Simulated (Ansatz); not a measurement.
Gas-phase electronic energies from Ansatz, PBE0-D4/def2-TZVP geometries. CCSD(T)/CBS is the MP2 limit (def2-TZVPP, def2-QZVPP) plus CCSD(T) − MP2 in def2-TZVPP, frozen cores. DFT in def2-TZVPP. B3LYP here is the variant with VWN-RPA as its local correlation; programs differ in this. One conformer a species, not always the lowest.

`CN[SiH2]OC` → `CCO[SiH2]N`  (isomerisation)

**Question.** Is it downhill or uphill in electronic energy at CCSD(T)/CBS, and by how much? (Best estimate.)

**Answer.** Computed: Downhill: ΔE = -54.5 kJ/mol.

**Question.** What do these levels give: PBE-D4, B2PLYP, B3LYP, MP2/def2-QZVPP, HF/CBS(def2), CCSD/CBS(def2)? (An estimate is asked.)

**Answer.** The calculation gave: PBE-D4 -49.4, B2PLYP -52.5, B3LYP -50.9, MP2/def2-QZVPP -56.0, HF/CBS(def2) -52.2, CCSD/CBS(def2) -54.7 kJ/mol.

Largest T1 diagnostic among the species: 0.011.
